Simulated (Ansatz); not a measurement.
Input for Ansatz (a program for electronic structure): R-r2SCAN/def2-TZVPPD on HI (SMILES I). Elements past Kr take the def2 small-core potentials; no spin–orbit coupling. Files ending in .json are basis or fitting sets from the Basis Set Exchange.

Ansatz 0.2 input:
```yaml
crystal:
  periodic: [false, false, false]
  atoms:
    - {symbol: I, position_ang: [0.08468098, 0.88053868, 4.33769672]}
    - {symbol: H, position_ang: [-0.12517604, 0.58017426, 2.74866410]}
basis:
  gaussian:
    orbitals: def2-TZVPPD.json
hamiltonian:
  xc: {name: r2SCAN}
scf: {lower_state_search: off}
```

The head of its log:

```
WARN ansatz: RAYON_NUM_THREADS=2 ignored (pool sized by the plan → 2); use --threads N
Functional definition: r2SCAN
these checks for a lower state are left out or cut short: stability, starts, cluster_reference, orbital_swaps, neighbouring_geometries, increment
integrals: 0.01 GiB planned
473 factors; their error is unknown
mean field: 0.18 GiB planned
mean field evaluation 1: about -8120.3551 eV, gradient 6.1e0 eV
mean field evaluation 2: about -8120.3518 eV, gradient 8.2e0 eV
```

Q: Predict the final total energy.

A: -298.4209 hartree.
